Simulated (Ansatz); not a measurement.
System: CHO, net charge 0, doublet state. It need not be the lowest isomer of its formula. 
Geometry from a B3LYP-D3(BJ)/def2-TZVP (Ansatz, an electronic-structure program) optimisation:
SMILES: [OH+]=[C-]
```xyz
3

C     -0.0947    -0.0290    -0.7845
O     -0.0341    -0.0108     0.4813
H      0.8408     0.2606     0.8568
```
Charge 0, spin multiplicity 2.

Basis-set convergence of Hartree-Fock and CCSD correlation energies (hartree) with Ansatz. Correlated levels leave the core frozen unless marked. UHF or UKS for open shells. Spin-orbit coupling is left out. No relativistic terms.

```json
[
 {"basis": "aug-cc-pVDZ", "functions": "55", "E(HF)": "-113.21690", "E(corr, CCSD)": "-0.30862"},
 {"basis": "aug-cc-pVTZ", "functions": "115", "E(HF)": "-113.24350", "E(corr, CCSD)": "-0.36850"},
 {"basis": "aug-cc-pVQZ", "functions": "206", "E(HF)": "-113.25067", "E(corr, CCSD)": "-0.38804"}
]
```

Extrapolating the two largest sets (X = 3 and 4) as X^-3: E(corr) = (64·(-0.38804) - 27·(-0.36850))/37 = -0.4023 Eh, an estimate of the basis-set limit. The largest set recovers 96.5 % of it, the smallest 76.7 %.
